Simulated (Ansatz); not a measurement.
Species: WH6, net charge 1, doublet state. The spin state was set by rule; other spins were not relaxed. 
Coordinates optimised at B3LYP-D3(BJ)/def2-TZVP (Ansatz, a quantum-chemistry and plane-wave program):
```
W
H 1 1.6803
H 1 1.6894 2 116.19
H 1 1.6899 2 62.20 3 -114.57
H 4 1.4860 1 70.65 2 153.94
H 5 0.8574 4 132.22 1 -27.49
H 1 1.6939 2 114.48 4 -105.06
```
Charge +1, spin multiplicity 2.

Total electronic energies in hartree. Cores are frozen in the correlated levels unless marked. UHF or UKS for open shells. Spin-orbit coupling is left out. Frozen are the shells of the preceding noble gas and the d and f shells that filled before the atom's block. Past Kr the def2 sets carry scalar-relativistic core potentials. CBS(X,Y): correlation extrapolated as X^-3; Hartree-Fock from the larger set. [CCSD(T)-MP2]/basis is that difference in the basis named.

```json
[
 {"level": "HF/def2-QZVPPD", "program": "Ansatz", "energy (Eh)": "-69.46378"},
 {"level": "RI-HF/def2-TZVPP", "program": "Ansatz", "energy (Eh)": "-69.45856"},
 {"level": "PBE-D3(BJ)/def2-TZVPD", "program": "Ansatz + dftd3", "energy (Eh)": "-70.29470"},
 {"level": "PBE-D4/def2-TZVPD", "program": "Ansatz + dftd4", "energy (Eh)": "-70.29362"},
 {"level": "BLYP-D3(BJ)/def2-TZVPD", "program": "Ansatz + dftd3", "energy (Eh)": "-70.24694"},
 {"level": "BLYP/def2-TZVPD", "program": "Ansatz", "energy (Eh)": "-70.23878"},
 {"level": "revPBE-D4/def2-TZVPD", "program": "Ansatz + dftd4", "energy (Eh)": "-70.35515"},
 {"level": "revPBE/def2-TZVPD", "program": "Ansatz", "energy (Eh)": "-70.34730"},
 {"level": "r2SCAN/def2-TZVPD", "program": "Ansatz", "energy (Eh)": "-70.29710"},
 {"level": "B97M-V/def2-TZVPD", "program": "Ansatz", "energy (Eh)": "-70.25761"},
 {"level": "B3LYP-D3(BJ)/def2-TZVPD", "program": "Ansatz + dftd3", "energy (Eh)": "-70.30473"},
 {"level": "PBE0-D3(BJ)/def2-TZVPD", "program": "Ansatz + dftd3", "energy (Eh)": "-70.24644"},
 {"level": "wB97M-V/def2-TZVPD", "program": "Ansatz", "energy (Eh)": "-70.13011"},
 {"level": "B2GP-PLYP-D4/def2-TZVPD", "program": "Ansatz + dftd4", "energy (Eh)": "-69.98127"},
 {"level": "PBE-QIDH/def2-TZVPD", "program": "Ansatz", "energy (Eh)": "-70.03444"},
 {"level": "RPA@PBE/def2-TZVPP", "program": "Ansatz", "energy (Eh)": "-69.92336"},
 {"level": "MP2/def2-SVP", "program": "Ansatz", "energy (Eh)": "-69.63840"},
 {"level": "MP2/def2-SVPD", "program": "Ansatz", "energy (Eh)": "-69.65098"},
 {"level": "RI-MP2/def2-QZVPPD", "program": "Ansatz", "energy (Eh)": "-69.73150"},
 {"level": "SCS-MP2/def2-TZVPPD", "program": "Ansatz", "energy (Eh)": "-69.72308"},
 {"level": "CCSD/def2-SVP", "program": "Ansatz", "energy (Eh)": "-69.67401"},
 {"level": "CCSD(T)/def2-SVPD", "program": "Ansatz", "energy (Eh)": "-69.69583"},
 {"level": "RI-MP2/CBS(def2-TZVPPD,def2-QZVPPD)+[CCSD(T)-MP2]/def2-TZVPPD", "program": "Ansatz", "energy (Eh)": "-69.7822"}
]
```

Totals of different functionals don't rank their quality; only differences between species are comparable.
